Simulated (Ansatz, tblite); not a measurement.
Cost and result up the ladder for `c1csc(-c2ccc(-c3ccc(-c4ccc(-c5ccc(-c6ccc(-c7ccc(-c8ccc(-c9cccs9)s8)s7)s6)s5)s4)s3)s2)c1` (65 atoms). Charge 0, multiplicity 1. Geometry: PBE-D4/def2-SVP.

```xyz
65

C    13.441   -2.167    9.163
C    13.837   -1.142    8.323
S    12.558   -0.657    7.263
C    11.459   -1.844    7.937
C    10.102   -1.980    7.458
C     9.092   -2.806    7.954
C     7.874   -2.695    7.246
C     7.920   -1.780    6.191
C     6.882   -1.409    5.266
C     6.928   -0.528    4.182
C     5.701   -0.416    3.492
C     4.682   -1.208    4.030
C     3.317   -1.357    3.603
C     2.286   -2.099    4.187
C     1.063   -2.020    3.488
C     1.123   -1.212    2.347
C     0.072   -0.913    1.412
C    -1.272   -1.299    1.465
C    -2.036   -0.835    0.374
C    -1.301   -0.079   -0.546
C    -1.739    0.551   -1.760
C    -1.006    1.297   -2.689
C    -1.776    1.767   -3.775
C    -3.123    1.395   -3.706
C    -4.184    1.704   -4.628
C    -4.125    2.477   -5.793
C    -5.363    2.581   -6.463
C    -6.403    1.892   -5.832
C    -7.785    1.778   -6.214
C    -8.820    1.064   -5.604
C   -10.063    1.191   -6.264
C   -10.012    2.006   -7.397
C   -11.086    2.355   -8.299
C   -12.424    1.963   -8.246
C   -13.209    2.502   -9.303
C   -12.477    3.302  -10.161
S   -10.818    3.401   -9.680
S    -8.388    2.618   -7.631
S    -5.813    1.104   -4.381
S    -3.417    0.445   -2.262
S     0.371    0.042   -0.028
S     2.736   -0.549    2.159
S     5.277   -2.102    5.417
S     9.514   -1.058    6.088
C    12.094   -2.568    8.947
H    14.104   -2.619    9.913
H    14.811   -0.640    8.266
H     9.239   -3.470    8.816
H     6.969   -3.268    7.492
H     7.841    0.017    3.904
H     5.545    0.231    2.617
H     2.429   -2.684    5.107
H     0.147   -2.542    3.796
H    -1.682   -1.901    2.287
H    -3.108   -1.038    0.246
H     0.070    1.489   -2.573
H    -1.368    2.366   -4.599
H    -3.200    2.955   -6.140
H    -5.510    3.147   -7.394
H    -8.666    0.462   -4.697
H   -10.986    0.700   -5.928
H   -12.820    1.305   -7.461
H   -14.283    2.309   -9.431
H   -12.818    3.842  -11.053
H    11.596   -3.370    9.507
```

Ansatz on 4 threads of AMD EPYC 7R13 on a shared host and a share (37 GiB) of an NVIDIA H100 80GB HBM3; xTB runs through tblite on one thread. Times are rough, summed over both states, and most runs start from the orbitals of an earlier one. r2SCAN0-D4/def2-SVP serves as the yardstick here, not as an exact answer. The other state is a doublet.

The xTB rows come from tblite. Single mean-field runs in def2-SVP are fitted with def2-universal-jkfit.

Raw xTB energies of ions are shifted by several eV.

```
                         level  functions  wall time
                      GFN1-xTB        265     0.94 s
                      GFN2-xTB        245     0.96 s
 PBE-D4/def2-SVP (with forces)        766       14 s
PBE0-D4/def2-SVP (with forces)        766       32 s
           r2SCAN0-D4/def2-SVP        766       32 s
```

Estimate what each level gives for the vertical IE (eV).


```json
{"level": "GFN1-xTB", "vertical IE (eV)": "11.23", "difference from r2SCAN0-D4/def2-SVP (eV)": "5.37"}
{"level": "GFN2-xTB", "vertical IE (eV)": "10.62", "difference from r2SCAN0-D4/def2-SVP (eV)": "4.76"}
{"level": "PBE-D4/def2-SVP (with forces)", "vertical IE (eV)": "5.45", "difference from r2SCAN0-D4/def2-SVP (eV)": "-0.41"}
{"level": "PBE0-D4/def2-SVP (with forces)", "vertical IE (eV)": "5.82", "difference from r2SCAN0-D4/def2-SVP (eV)": "-0.04"}
{"level": "r2SCAN0-D4/def2-SVP", "vertical IE (eV)": "5.86", "difference from r2SCAN0-D4/def2-SVP (eV)": "0.00"}
```
